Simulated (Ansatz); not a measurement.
Reaction (hydrogenolysis of a Te–C bond): `OC[Te][SiH2]F` + H₂ → `F[SiH2][TeH]` + CH₃OH

Calculated with Ansatz (gas phase, PBE0-D4/def2-TZVP geometries, no zero-point term in ΔE). CCSD(T)/CBS is the MP2 limit (def2-TZVPP, def2-QZVPP) plus CCSD(T) − MP2 in def2-TZVPP, frozen cores. This one scheme is used for every species. DFT in def2-TZVPP. B3LYP here is the variant with VWN-RPA as its local correlation; programs differ in this. HSE06 is defined as in plane-wave codes. def2 core potentials past Kr. For Te outer-core shells are correlated without core-valence functions, which leaves a few kJ/mol of doubt a bond. Each species was taken in one conformer, which may not be the lowest.

`OC[Te][SiH2]F`:

Cartesian coordinates in Å:
```
O 2.341 -0.547 0.281
C 1.296 -0.601 -0.622
Te 0.304 1.335 -0.941
Si -1.703 0.698 0.335
F -2.810 -0.042 -0.556
H 1.999 -0.307 1.147
H 0.504 -1.301 -0.343
H 1.704 -0.876 -1.592
H -2.334 1.911 0.903
H -1.301 -0.269 1.388
```

H₂:

Cartesian coordinates in Å:
```
H -0.048 0.370 -0.009
H 0.048 -0.370 0.009
```

`F[SiH2][TeH]`:

```xyz
6

F    -0.404   -0.850   -1.596
Si   -0.109    0.314   -0.540
Te    1.288   -0.456    1.352
H     0.664    1.372   -1.229
H    -1.419    0.800   -0.054
H    -0.021   -1.180    2.067
```

CH₃OH:

```xyz
6

C    -0.128   -0.162    0.290
O    -0.168    0.613   -0.885
H    -1.143   -0.197    0.685
H     0.521    0.277    1.059
H     0.200   -1.192    0.101
H     0.718    0.660   -1.250
```

```json
{"level": "LDA (SPW92)", "ΔE (kJ/mol)": "-41.2", "difference from CCSD(T)/CBS": "6.1"}
{"level": "revPBE-D4", "ΔE (kJ/mol)": "-32.3", "difference from CCSD(T)/CBS": "15.0"}
{"level": "BLYP-D4", "ΔE (kJ/mol)": "-36.9", "difference from CCSD(T)/CBS": "10.4"}
{"level": "HSE06-D4", "ΔE (kJ/mol)": "-49.3", "difference from CCSD(T)/CBS": "-2.0"}
{"level": "BHLYP-D4", "ΔE (kJ/mol)": "-60.3", "difference from CCSD(T)/CBS": "-13.0"}
{"level": "CAM-B3LYP-D4", "ΔE (kJ/mol)": "-58.8", "difference from CCSD(T)/CBS": "-11.5"}
{"level": "PBE", "ΔE (kJ/mol)": "-45.3", "difference from CCSD(T)/CBS": "2.0"}
{"level": "r2SCAN", "ΔE (kJ/mol)": "-46.1", "difference from CCSD(T)/CBS": "1.2"}
{"level": "B3LYP", "ΔE (kJ/mol)": "-60.5", "difference from CCSD(T)/CBS": "-13.2"}
{"level": "BHLYP", "ΔE (kJ/mol)": "-71.5", "difference from CCSD(T)/CBS": "-24.2"}
{"level": "RPA@PBE/def2-TZVPP", "ΔE (kJ/mol)": "-54.0", "difference from CCSD(T)/CBS": "-6.7"}
{"level": "HF/def2-TZVPP", "ΔE (kJ/mol)": "-89.4", "difference from CCSD(T)/CBS": "-42.1"}
{"level": "HF/def2-QZVPP", "ΔE (kJ/mol)": "-89.5", "difference from CCSD(T)/CBS": "-42.2"}
{"level": "MP2/def2-QZVPP", "ΔE (kJ/mol)": "-40.7", "difference from CCSD(T)/CBS": "6.6"}
{"level": "HF/CBS(def2)", "ΔE (kJ/mol)": "-89.5", "difference from CCSD(T)/CBS": "-42.2"}
{"level": "CCSD/CBS(def2)", "ΔE (kJ/mol)": "-56.4", "difference from CCSD(T)/CBS": "-9.1"}
{"level": "CCSD(T)/CBS", "ΔE (kJ/mol)": "-47.3", "difference from CCSD(T)/CBS": "0"}
```

Largest T1 diagnostic among the species: 0.012.

From BLYP to BHLYP (50 % exact exchange), in def2-TZVPP and without D4, ΔE moves by −18.9 kJ/mol. In def2-TZVPP, CCSD(T) changes the Hartree–Fock value by +36.3 kJ/mol (the triples alone add +9.1 kJ/mol) and MP2 by +45.4 kJ/mol.

CCSD(T)/CBS has its own doubt, a few kJ/mol and more with outer-core shells, so smaller differences from it don't rank the levels.
